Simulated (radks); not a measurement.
Species: W2+. Configuration: [Xe] 4f14 5d3 7f1 (not the ground configuration). All-electron calculation, Dirac Kohn-Sham, PBEsol, spin-unpolarised, spherical densities, finite nucleus; open shells fill j = l - 1/2 first; Fermi nuclear charge, rms radius 5.3658 fm. Program: a radial shooting solver on a logarithmic mesh with Libxc functionals.

Unscreened Slater integrals over Kohn-Sham orbitals (hartree). Large and small components are both included. Empty in this configuration: 5d5/2.

F0(7f5/2,7f5/2): 0.062124
F2(7f5/2,7f5/2): 0.031510
F4(7f5/2,7f5/2): 0.022164
F0(7f5/2,5d3/2): 0.095143
F2(7f5/2,5d3/2): 0.013632
G1(7f5/2,5d3/2): 0.011292
G3(7f5/2,5d3/2): 0.0069718
F0(7f5/2,4f7/2): 0.097497
F2(7f5/2,4f7/2): 0.0037112
F4(7f5/2,4f7/2): 0.0012523
G2(7f5/2,4f7/2): 0.0011106
G4(7f5/2,4f7/2): 0.00079688
G6(7f5/2,4f7/2): 0.00059944
F0(7f5/2,4f5/2): 0.097518
F2(7f5/2,4f5/2): 0.0036446
F4(7f5/2,4f5/2): 0.0012299
G0(7f5/2,4f5/2): 0.0011324
G2(7f5/2,4f5/2): 0.0011099
G4(7f5/2,4f5/2): 0.00079375
F0(7f5/2,5d5/2): 0.095016
F2(7f5/2,5d5/2): 0.013977
F4(7f5/2,5d5/2): 0.0072556
G1(7f5/2,5d5/2): 0.011827
G3(7f5/2,5d5/2): 0.0073087
G5(7f5/2,5d5/2): 0.0051754
F0(5d3/2,5d3/2): 0.52097
F2(5d3/2,5d3/2): 0.27195
F0(5d3/2,4f7/2): 0.66962
F2(5d3/2,4f7/2): 0.15945
G3(5d3/2,4f7/2): 0.054742
G5(5d3/2,4f7/2): 0.042487
F0(5d3/2,4f5/2): 0.67067
F2(5d3/2,4f5/2): 0.15708
G1(5d3/2,4f5/2): 0.061129
G3(5d3/2,4f5/2): 0.053061
F0(5d3/2,5d5/2): 0.51406
F2(5d3/2,5d5/2): 0.26826
G2(5d3/2,5d5/2): 0.26803
G4(5d3/2,5d5/2): 0.17720
F0(4f7/2,4f7/2): 1.5101
F2(4f7/2,4f7/2): 0.72833
F4(4f7/2,4f7/2): 0.45913
F6(4f7/2,4f7/2): 0.33094
F0(4f7/2,4f5/2): 1.5215
F2(4f7/2,4f5/2): 0.73403
F4(4f7/2,4f5/2): 0.46278
G2(4f7/2,4f5/2): 0.73120
G4(4f7/2,4f5/2): 0.46108
G6(4f7/2,4f5/2): 0.33238
F0(4f7/2,5d5/2): 0.65368
F2(4f7/2,5d5/2): 0.15127
F4(4f7/2,5d5/2): 0.071055
G1(4f7/2,5d5/2): 0.058383
G3(4f7/2,5d5/2): 0.050786
G5(4f7/2,5d5/2): 0.039542
F0(4f5/2,4f5/2): 1.5332
F2(4f5/2,4f5/2): 0.73998
F4(4f5/2,4f5/2): 0.46661
F0(4f5/2,5d5/2): 0.65466
F2(4f5/2,5d5/2): 0.14899
F4(4f5/2,5d5/2): 0.069500
G1(4f5/2,5d5/2): 0.055916
G3(4f5/2,5d5/2): 0.049105
G5(4f5/2,5d5/2): 0.038334
F0(5d5/2,5d5/2): 0.50747
F2(5d5/2,5d5/2): 0.26505
F4(5d5/2,5d5/2): 0.17522
